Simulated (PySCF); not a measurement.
Compound: C5H4ClF2 (doublet state).
Z-matrix (Å and degrees, GFN2-xTB geometry), rows numbered from 1:
```
C 
C   1  1.4246
C   2  1.5298  1  119.81
C   3  1.3005  2   65.30  1  -105.42
C   4  1.4581  2  143.94  3  -169.59
F   5  1.3464  4  113.07  2   -56.50
F   5  1.3486  4  112.60  2  -176.29
Cl  5  1.8080  4  109.61  2    63.37
H   1  1.0730  2  120.37  3    28.04
H   1  1.0718  2  120.80  3  -152.63
H   2  1.0848  1  116.43  3   152.01
H   3  1.0627  2  144.85  4   172.11
```

The hyperfine couplings belong to this conformer and change with its torsions.

Identity: `[CH2][C@@H]1C=C1C(F)(F)Cl` [radical].

Computed with PySCF, UKS B3LYP, pcH-1 on C Cl F H, non-relativistic, mean-field spin-orbit, GIAO. The structure is a single GFN2-xTB conformer in the gas phase; no vibrational or solvent corrections. Couplings are sensitive to structure, and on GFN2-xTB geometries they can be far from those on DFT ones. No stability test was run, so a lower SCF solution isn't excluded.

What is the g tensor, term by term?

```csv
Δg (ppm),1,2,3
relativistic mass correction,-151,-151,-151
gauge correction,10,27,28
orbital Zeeman/spin–orbit,-688,303,618
total,-829,179,495
```

So g = 2.00149, 2.00250, 2.00281 and g_iso = 2.00227; the tensor is rhombic: the two nearest values differ by 24 % of g3 − g1. 

What are the electron Larmor frequencies g μB B/h along the three axes at 1200 mT?

33.6160, 33.6330, 33.6383 GHz for g1, g2 and g3, a range of 22.2 MHz.

Average each term over the three axes. Which is largest in size?

The mass correction -151, the orbital-Zeeman/spin–orbit term 78 and the gauge correction 21 ppm, for a total of -52 ppm. The mass correction is the largest in size. The mass correction is the same along every axis, so the anisotropy comes from the other two: their spans along these axes are 18 (gauge) and 1306 ppm (orbital Zeeman/spin–orbit).

What effective moment and Curie constant follow for a powder?

With the mean of g² = 4.0091 and S(S+1) = 0.75: μ_eff = √(⟨g²⟩S(S+1)) = 1.734 μB and χT = 0.12505·⟨g²⟩·S(S+1) = 0.376 cm³ K/mol (cgs; spin-Hamiltonian part alone).

In a frozen sample, at which fields do the three g values resonate at 9.5, 34, 94 and 263 GHz (hyperfine left aside), and which band first spreads them over more than twice a line width of 0.5 mT?

```
band    GHz  B(g3) mT  B(g2) mT  B(g1) mT  spread mT
   X    9.5    338.90    338.95    339.12       0.22
   Q   34.0   1212.90   1213.10   1213.71       0.80
   W   94.0   3353.33   3353.85   3355.54       2.22
   J  263.0   9382.18   9383.65   9388.38       6.20
```

The spread grows in proportion to the frequency. W band is the first where it exceeds 1.0 mT.

Largest spin populations (Mulliken): C1 (+0.98), C2 (-0.11), C4 (+0.10) and C3 (+0.10). C1 is the only atom above +0.15. The angles at C1 add up to 360.0°, so it is planar; its axial dipolar tensor and the negative couplings of its protons fit spin in a p orbital normal to that plane.

The HOMO–LUMO gaps are 4.14 eV among the α and 5.61 eV among the β orbitals.
